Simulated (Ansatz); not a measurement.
Ansatz (an electronic-structure program) input (B3LYP/6-31G*):

Ansatz 0.2 input:
```yaml
crystal:
  periodic: [false, false, false]
  atoms:
    - {symbol: C, position_ang: [2.80065627, 0.08990976, 0.26499029]}
    - {symbol: C, position_ang: [1.57086764, -0.16952547, 0.16045000]}
    - {symbol: B, position_ang: [0.07903487, -0.02892496, 0.00916862]}
    - {symbol: Cl, position_ang: [-0.68596338, 1.54051757, -0.14886410]}
    - {symbol: Cl, position_ang: [-0.88017296, -1.50391057, -0.00398795]}
basis:
  gaussian:
    orbitals: 6-31G*
hamiltonian:
  xc: {name: B3LYP}
magnetization: {spin_polarized: true, initial_magnetization: 1}
phonons: {temperatures: {t_min: 298.15, t_max: 298.15, t_step: 100}}
```

Output:

```
Functional definition: B3LYP
integrals: 0.03 GiB planned
869 factors; integrals over basis functions are off by at most 1.8e-4 eV
mean field: 0.49 GiB planned
mean field evaluation 1: about -27783.3319 eV, gradient 3.2e1 eV
mean field evaluation 2: about -27655.0102 eV, gradient 1.1e2 eV
mean field evaluation 4: about -27789.7753 eV, gradient 2.2e1 eV
mean field evaluation 8: about -27792.6418 eV, gradient 5.9e-1 eV
mean field evaluation 16: about -27792.6774 eV, gradient 1.7e-2 eV
mean field evaluation 32: about -27792.3616 eV, gradient 4.9e0 eV
mean field -27792.67741388 eV, -1021.3620564067 hartree, gradient 2.2e-5 eV, S^2 0.762919; 3 other end points of the search recorded, 0 dependent functions left out
the calculation of the forces begins
reference -27792.67762818 eV, -1021.3620642820 hartree; 26, 25 occupied and 57, 58 virtual orbitals, 869 factors
these checks for a lower state are left out or cut short: stability, starts, cluster_reference, orbital_swaps, neighbouring_geometries, increment
integrals: 0.03 GiB planned
869 factors; integrals over basis functions are off by at most 1.8e-4 eV
mean field: 0.49 GiB planned
mean field -27792.67729844 eV, -1021.3620521642 hartree, gradient 7.3e-6 eV, S^2 0.763416; 0 other end points of the search recorded, 0 dependent functions left out
the calculation of the forces begins
reference -27792.67751278 eV, -1021.3620600411 hartree; 26, 25 occupied and 57, 58 virtual orbitals, 869 factors
these checks for a lower state are left out or cut short: stability, starts, cluster_reference, orbital_swaps, neighbouring_geometries, increment
integrals: 0.03 GiB planned
869 factors; integrals over basis functions are off by at most 1.7e-4 eV
mean field: 0.49 GiB planned
mean field -27792.67729592 eV, -1021.3620520718 hartree, gradient 2.5e-6 eV, S^2 0.762431; 0 other end points of the search recorded, 0 dependent functions left out
the calculation of the forces begins
reference -27792.67751017 eV, -1021.3620599454 hartree; 26, 25 occupied and 57, 58 virtual orbitals, 869 factors
these checks for a lower state are left out or cut short: stability, starts, cluster_reference, orbital_swaps, neighbouring_geometries, increment
integrals: 0.03 GiB planned
869 factors; integrals over basis functions are off by at most 1.8e-4 eV
mean field: 0.49 GiB planned
mean field -27792.67740937 eV, -1021.3620562409 hartree, gradient 2.6e-6 eV, S^2 0.762993; 0 other end points of the search recorded, 0 dependent functions left out
the calculation of the forces begins
reference -27792.67762367 eV, -1021.3620641163 hartree; 26, 25 occupied and 57, 58 virtual orbitals, 869 factors
these checks for a lower state are left out or cut short: stability, starts, cluster_reference, orbital_swaps, neighbouring_geometries, increment
integrals: 0.03 GiB planned
869 factors; integrals over basis functions are off by at most 1.8e-4 eV
mean field: 0.49 GiB planned
mean field evaluation 64: about -27792.6774 eV, gradient 7.5e-5 eV
mean field -27792.67740912 eV, -1021.3620562319 hartree, gradient 2.6e-6 eV, S^2 0.762846; 0 other end points of the search recorded, 0 dependent functions left out
the calculation of the forces begins
reference -27792.67762342 eV, -1021.3620641070 hartree; 26, 25 occupied and 57, 58 virtual orbitals, 869 factors
these checks for a lower state are left out or cut short: stability, starts, cluster_reference, orbital_swaps, neighbouring_geometries, increment
integrals: 0.03 GiB planned
869 factors; integrals over basis functions are off by at most 1.8e-4 eV
mean field: 0.49 GiB planned
mean field -27792.67722822 eV, -1021.3620495839 hartree, gradient 1.5e-6 eV, S^2 0.762407; 0 other end points of the search recorded, 0 dependent functions left out
the calculation of the forces begins
reference -27792.67744250 eV, -1021.3620574584 hartree; 26, 25 occupied and 57, 58 virtual orbitals, 869 factors
these checks for a lower state are left out or cut short: stability, starts, cluster_reference, orbital_swaps, neighbouring_geometries, increment
integrals: 0.03 GiB planned
869 factors; integrals over basis functions are off by at most 1.8e-4 eV
mean field: 0.49 GiB planned
mean field -27792.67722904 eV, -1021.3620496138 hartree, gradient 9.6e-6 eV, S^2 0.763439; 0 other end points of the search recorded, 0 dependent functions left out
the calculation of the forces begins
reference -27792.67744335 eV, -1021.3620574898 hartree; 26, 25 occupied and 57, 58 virtual orbitals, 869 factors
these checks for a lower state are left out or cut short: stability, starts, cluster_reference, orbital_swaps, neighbouring_geometries, increment
integrals: 0.03 GiB planned
869 factors; integrals over basis functions are off by at most 1.8e-4 eV
mean field: 0.49 GiB planned
[...]
869 factors; integrals over basis functions are off by at most 1.8e-4 eV
mean field: 0.49 GiB planned
mean field -27792.67739669 eV, -1021.3620557748 hartree, gradient 2.6e-6 eV, S^2 0.762991; 0 other end points of the search recorded, 0 dependent functions left out
the calculation of the forces begins
reference -27792.67761098 eV, -1021.3620636499 hartree; 26, 25 occupied and 57, 58 virtual orbitals, 869 factors
these checks for a lower state are left out or cut short: stability, starts, cluster_reference, orbital_swaps, neighbouring_geometries, increment
integrals: 0.03 GiB planned
869 factors; integrals over basis functions are off by at most 1.8e-4 eV
mean field: 0.49 GiB planned
mean field evaluation 96: about -27792.6555 eV, gradient 1.2e-1 eV
mean field -27792.67728818 eV, -1021.3620517873 hartree, gradient 1.6e-6 eV, S^2 0.762934; 0 other end points of the search recorded, 0 dependent functions left out
the calculation of the forces begins
reference -27792.67750249 eV, -1021.3620596632 hartree; 26, 25 occupied and 57, 58 virtual orbitals, 869 factors
these checks for a lower state are left out or cut short: stability, starts, cluster_reference, orbital_swaps, neighbouring_geometries, increment
integrals: 0.03 GiB planned
869 factors; integrals over basis functions are off by at most 1.8e-4 eV
mean field: 0.49 GiB planned
mean field -27792.67729017 eV, -1021.3620518606 hartree, gradient 1.9e-6 eV, S^2 0.762904; 0 other end points of the search recorded, 0 dependent functions left out
the calculation of the forces begins
reference -27792.67750446 eV, -1021.3620597353 hartree; 26, 25 occupied and 57, 58 virtual orbitals, 869 factors
these checks for a lower state are left out or cut short: stability, starts, cluster_reference, orbital_swaps, neighbouring_geometries, increment
integrals: 0.03 GiB planned
869 factors; integrals over basis functions are off by at most 1.8e-4 eV
mean field: 0.49 GiB planned
mean field -27792.67735259 eV, -1021.3620541542 hartree, gradient 2.1e-6 eV, S^2 0.762918; 0 other end points of the search recorded, 0 dependent functions left out
the calculation of the forces begins
reference -27792.67756688 eV, -1021.3620620294 hartree; 26, 25 occupied and 57, 58 virtual orbitals, 869 factors
these checks for a lower state are left out or cut short: stability, starts, cluster_reference, orbital_swaps, neighbouring_geometries, increment
integrals: 0.03 GiB planned
869 factors; integrals over basis functions are off by at most 1.8e-4 eV
mean field: 0.49 GiB planned
mean field -27792.67735594 eV, -1021.3620542775 hartree, gradient 2.2e-6 eV, S^2 0.762921; 0 other end points of the search recorded, 0 dependent functions left out
the calculation of the forces begins
reference -27792.67757024 eV, -1021.3620621529 hartree; 26, 25 occupied and 57, 58 virtual orbitals, 869 factors
these checks for a lower state are left out or cut short: stability, starts, cluster_reference, orbital_swaps, neighbouring_geometries, increment
integrals: 0.03 GiB planned
869 factors; integrals over basis functions are off by at most 1.8e-4 eV
mean field: 0.49 GiB planned
mean field evaluation 128: about -27792.6774 eV, gradient 2.4e-6 eV
mean field -27792.67739189 eV, -1021.3620555985 hartree, gradient 2.4e-6 eV, S^2 0.762924; 0 other end points of the search recorded, 0 dependent functions left out
the calculation of the forces begins
reference -27792.67760618 eV, -1021.3620634735 hartree; 26, 25 occupied and 57, 58 virtual orbitals, 869 factors
these checks for a lower state are left out or cut short: stability, starts, cluster_reference, orbital_swaps, neighbouring_geometries, increment
integrals: 0.03 GiB planned
869 factors; integrals over basis functions are off by at most 1.8e-4 eV
mean field: 0.49 GiB planned
mean field -27792.67739353 eV, -1021.3620556591 hartree, gradient 2.8e-6 eV, S^2 0.762914; 0 other end points of the search recorded, 0 dependent functions left out
the calculation of the forces begins
reference -27792.67760784 eV, -1021.3620635347 hartree; 26, 25 occupied and 57, 58 virtual orbitals, 869 factors
these checks for a lower state are left out or cut short: stability, starts, cluster_reference, orbital_swaps, neighbouring_geometries, increment
integrals: 0.03 GiB planned
869 factors; integrals over basis functions are off by at most 1.8e-4 eV
mean field: 0.49 GiB planned
mean field -27792.67738280 eV, -1021.3620552646 hartree, gradient 2.6e-6 eV, S^2 0.762922; 0 other end points of the search recorded, 0 dependent functions left out
the calculation of the forces begins
reference -27792.67759714 eV, -1021.3620631413 hartree; 26, 25 occupied and 57, 58 virtual orbitals, 869 factors
these checks for a lower state are left out or cut short: stability, starts, cluster_reference, orbital_swaps, neighbouring_geometries, increment
integrals: 0.03 GiB planned
869 factors; integrals over basis functions are off by at most 1.8e-4 eV
mean field: 0.49 GiB planned
mean field -27792.67738212 eV, -1021.3620552395 hartree, gradient 2.5e-6 eV, S^2 0.762916; 0 other end points of the search recorded, 0 dependent functions left out
the calculation of the forces begins
reference -27792.67759638 eV, -1021.3620631133 hartree; 26, 25 occupied and 57, 58 virtual orbitals, 869 factors
these checks for a lower state are left out or cut short: stability, starts, cluster_reference, orbital_swaps, neighbouring_geometries, increment
integrals: 0.03 GiB planned
869 factors; integrals over basis functions are off by at most 1.8e-4 eV
mean field: 0.49 GiB planned
mean field -27792.67738772 eV, -1021.3620554452 hartree, gradient 2.8e-6 eV, S^2 0.762923; 0 other end points of the search recorded, 0 dependent functions left out
the calculation of the forces begins
reference -27792.67760198 eV, -1021.3620633193 hartree; 26, 25 occupied and 57, 58 virtual orbitals, 869 factors
these checks for a lower state are left out or cut short: stability, starts, cluster_reference, orbital_swaps, neighbouring_geometries, increment
integrals: 0.03 GiB planned
869 factors; integrals over basis functions are off by at most 1.8e-4 eV
mean field: 0.49 GiB planned
mean field evaluation 160: about -27792.6774 eV, gradient 1.7e-6 eV
mean field -27792.67738529 eV, -1021.3620553562 hartree, gradient 1.7e-6 eV, S^2 0.762915; 0 other end points of the search recorded, 0 dependent functions left out
the calculation of the forces begins
reference -27792.67759962 eV, -1021.3620632326 hartree; 26, 25 occupied and 57, 58 virtual orbitals, 869 factors
these checks for a lower state are left out or cut short: stability, starts, cluster_reference, orbital_swaps, neighbouring_geometries, increment
integrals: 0.03 GiB planned
869 factors; integrals over basis functions are off by at most 1.8e-4 eV
mean field: 0.49 GiB planned
mean field -27792.67738815 eV, -1021.3620554611 hartree, gradient 1.4e-6 eV, S^2 0.762916; 0 other end points of the search recorded, 0 dependent functions left out
the calculation of the forces begins
reference -27792.67760240 eV, -1021.3620633348 hartree; 26, 25 occupied and 57, 58 virtual orbitals, 869 factors
these checks for a lower state are left out or cut short: stability, starts, cluster_reference, orbital_swaps, neighbouring_geometries, increment
integrals: 0.03 GiB planned
869 factors; integrals over basis functions are off by at most 1.8e-4 eV
mean field: 0.49 GiB planned
mean field -27792.67738496 eV, -1021.3620553439 hartree, gradient 2.7e-6 eV, S^2 0.762923; 0 other end points of the search recorded, 0 dependent functions left out
the calculation of the forces begins
reference -27792.67759930 eV, -1021.3620632208 hartree; 26, 25 occupied and 57, 58 virtual orbitals, 869 factors
Total energy: -27792.67762818 eV, -1021.3620642820 hartree
Atom 0 at     2.800656     0.089910     0.264990 Å, force     0.000522     0.000090     0.000045 eV/Å
Atom 1 at     1.570868    -0.169525     0.160450 Å, force    -0.000436    -0.000239    -0.000029 eV/Å
Atom 2 at     0.079035    -0.028925     0.009169 Å, force    -0.000264    -0.000930     0.000025 eV/Å
Atom 3 at    -0.685963     1.540518    -0.148864 Å, force    -0.000320     0.000160    -0.000039 eV/Å
Atom 4 at    -0.880173    -1.503911    -0.003988 Å, force     0.000498     0.000919    -0.000001 eV/Å
Dipole moment:    -0.055137    -0.119674     0.001118 e Å
Vibrations: 136.17 192.80 255.86 429.98 501.96 510.21 941.39 1025.54 1457.42 cm⁻¹, zero-point energy 0.337940 eV
```

The blocks after the first are displaced geometries, from whose forces the wavenumbers follow.
